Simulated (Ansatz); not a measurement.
Reaction (ligand exchange at a Zr–F bond): `[F][Zr]([Cl])([Cl])[Cl]` + `CC(C)N` → `CC(C)[NH][Zr]([Cl])([Cl])[Cl]` + H–F

Computed with Ansatz on PBE0-D4/def2-TZVP structures; ΔE is electronic, products minus reactants. CCSD(T)/CBS is the MP2 limit (def2-TZVPP, def2-QZVPP) plus CCSD(T) − MP2 in def2-TZVPP, frozen cores. This one scheme is used for every species. Functionals use def2-TZVPP. B3LYP here is the variant with VWN-RPA as its local correlation; programs differ in this. def2 core potentials past Kr. For Zr outer-core shells are correlated without core-valence functions, which leaves a few kJ/mol of doubt a bond. One conformer a species, not always the lowest.

`[F][Zr]([Cl])([Cl])[Cl]`:

Z-matrix (Å, degrees):
```
Zr
F 1 1.877
Cl 1 2.323 2 109.1
Cl 1 2.323 2 109.1 3 120.0
Cl 1 2.323 2 109.1 3 -120.0
```

`CC(C)N`:

Z-matrix (Å, degrees):
```
C
C 1 1.517
H 1 1.094 2 111.2
H 1 1.093 2 110.1 3 119.6
H 1 1.092 2 111.0 3 -119.9
C 2 1.517 1 111.4 3 179.9
N 2 1.458 1 108.8 3 -60.1
H 2 1.104 1 107.8 3 61.7
H 6 1.094 2 111.2 1 -179.8
H 6 1.092 2 111.0 1 -59.9
H 6 1.093 2 110.1 1 60.5
H 7 1.013 2 110.6 1 60.0
H 7 1.013 2 110.6 1 178.4
```

`CC(C)[NH][Zr]([Cl])([Cl])[Cl]`:

```xyz
16

C     1.177   -0.928   -0.180
C     0.746    0.428    0.351
C     0.594    0.410    1.864
N    -0.499    0.840   -0.288
Zr   -1.734   -0.030   -1.577
Cl   -0.585   -0.458   -3.581
Cl   -2.491   -2.058   -0.661
Cl   -3.477    1.499   -1.872
H     1.314   -0.907   -1.264
H     0.437   -1.695    0.069
H     2.125   -1.229    0.267
H     1.523    1.159    0.087
H     1.539    0.146    2.343
H     0.288    1.389    2.241
H    -0.162   -0.321    2.159
H    -0.794    1.755    0.043
```

H–F:

Z-matrix (Å, degrees):
```
F
H 1 0.920
```

```json
{"level": "revPBE-D4", "ΔE (kJ/mol)": "88.6"}
{"level": "B3LYP", "ΔE (kJ/mol)": "111.8"}
{"level": "r2SCAN0", "ΔE (kJ/mol)": "98.0"}
{"level": "RPA@PBE/def2-TZVPP", "ΔE (kJ/mol)": "78.8"}
{"level": "MP2/def2-SVP", "ΔE (kJ/mol)": "79.0"}
{"level": "SCS-MP2/def2-TZVPP", "ΔE (kJ/mol)": "78.1"}
{"level": "CCSD(T)/def2-TZVPP", "ΔE (kJ/mol)": "77.2"}
{"level": "SCS-MP2/def2-QZVPP", "ΔE (kJ/mol)": "79.9"}
```

**Question.** What does CCSD(T)/CBS give? (An estimate is asked.)

**Answer.** Computed: +78.7 kJ/mol. The listed levels differ from it by 9.9, 33.1, 19.3, 0.1, 0.3, -0.6, -1.5, 1.2 kJ/mol.

**Question.** What do rigid-rotor, harmonic-oscillator terms from PBE0-D4/def2-TZVP frequencies (298.15 K, 1 bar) make of the CCSD(T)/CBS value? (Best estimate.)

**Answer.** Computed: ΔZPE = -9.5 kJ/mol, ΔH = +74.0 kJ/mol, ΔS = -10 J/(mol·K), ΔG = +77.1 kJ/mol. Modes under 50 cm⁻¹ make the entropy rough.

Largest T1 diagnostic among the species: 0.016.

At CCSD(T), def2-SVP lies +6.5 kJ/mol from the extrapolated value and def2-TZVPP −1.5 kJ/mol. From BLYP to BHLYP (50 % exact exchange), in def2-TZVPP and without D4, ΔE moves by −9.1 kJ/mol.
